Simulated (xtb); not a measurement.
H₂S, charge +1, doublet, geometry from GFN2-xTB (a state made from the parent by changing its charge; the spin is typed, not shown lowest); GFN1-xTB with GBSA(water) in xtb.

The xtb input:
```
$ xtb mol.xyz --gfn 1 --chrg 1 --uhf 1 --gbsa water --json

# file mol.xyz
3

S     -0.00036152    -0.00213359     0.10390253
H     -0.03847239     1.00861520    -0.81100328
H      0.04425671    -0.97447779    -0.85143727
```

The log (banner, timings and long lists left out):

```
   ID    Z sym.   atoms
    1   16 S      1
    2    1 H      2, 3

           -------------------------------------------------
          |                Calculation Setup                |
           -------------------------------------------------

           -------------------------------------------------
          |                 G F N 1 - x T B                 |
           -------------------------------------------------

      * Solvation model:               GBSA
        Solvent                        water
        Parameter file                 internal GFN1-xTB/GBSA
        Dielectric constant                7.8500E+01
        Reference state                gsolv [1 M gas/solution]
        Free energy shift                  2.0755E-03 Eh       1.3024E+00 kcal/mol
        Temperature                        2.9815E+02 K
        Density                            9.9800E-01 kg/L
        Solvent mass                       1.8000E+01 g/mol
        Interaction kernel             Still
        Born radius scaling (c1)           1.5808E+00
        Born radii integrator          GBOBC
        Born offset                        1.3596E-02 a0       2.5692E-02 AA
        H-bond correction              true
        Ion screening                  false
        Surface tension                    1.0000E-05 Eh       1.5569E+01 dyn/cm
        Grid points                               230 per atom

          ...................................................
          :                      SETUP                      :
          :.................................................:
          :  # basis functions                  14          :
          :  # atomic orbitals                  13          :
          :  # shells                            7          :
          :  # electrons                         7          :
          :  # halogen bonds                     0          :
          :  max. iterations                   250          :
          :  Hamiltonian                  GFN1-xTB          :
          :  restarted?                      false          :
          :  GBSA solvation                   true          :
          :  PC potential                    false          :
          :  electronic temp.          300.0000000     K    :
          :  accuracy                    1.0000000          :
          :  -> integral cutoff          0.2500000E+02      :
          :  -> integral neglect         0.1000000E-07      :
[...]
         :: total energy              -4.282991476124 Eh    ::
[...]
      -------------------------------------------------------------
         1        2.0000           -1.0523303             -28.6354
         2        2.0000           -0.6669617             -18.1490
         3        2.0000           -0.6507708             -17.7084
         4        1.0000           -0.5903377             -16.0639 (HOMO)
         5                         -0.3188612              -8.6767 (LUMO)
         6                         -0.2786168              -7.5815
         7                         -0.2275769              -6.1927
         8                         -0.2275769              -6.1927
         9                         -0.2275769              -6.1927
        10                         -0.1797246              -4.8906
        11                         -0.1414683              -3.8495
        12                          0.1454759               3.9586
        13                          0.3231646               8.7938
      -------------------------------------------------------------
                  HL-Gap            0.2714765 Eh            7.3873 eV
             Fermi-level           -0.5375837 Eh          -14.6284 eV

  Mulliken/CM5 charges         n(s)   n(p)   n(d)
     1S     0.20690  0.08388   1.966  3.833 -0.006
     2H     0.39655  0.45806   0.603  0.000  0.000
     3H     0.39655  0.45806   0.603  0.000  0.000

Wiberg/Mayer (AO) data.
largest (>0.10) Wiberg bond orders for each atom

 ---------------------------------------------------------------------------
     #   Z sym  total        # sym  WBO       # sym  WBO       # sym  WBO
 ---------------------------------------------------------------------------
     1  16 S    1.683 --     2 H    0.841     3 H    0.841
     2   1 H    0.842 --     1 S    0.841
     3   1 H    0.842 --     1 S    0.841
 ---------------------------------------------------------------------------

Topologies differ in total number of bonds
Writing topology from bond orders to xtbtopo.mol

 dipole moment from electron density (au)
     X       Y       Z
   0.0043   0.0256  -1.2464  total (Debye):    3.169

           -------------------------------------------------
          | TOTAL ENERGY               -4.282991476124 Eh   |
          | GRADIENT NORM               0.037953204739 Eh/α |
          | HOMO-LUMO GAP               7.387250860528 eV   |
           -------------------------------------------------

normal termination of xtb
```
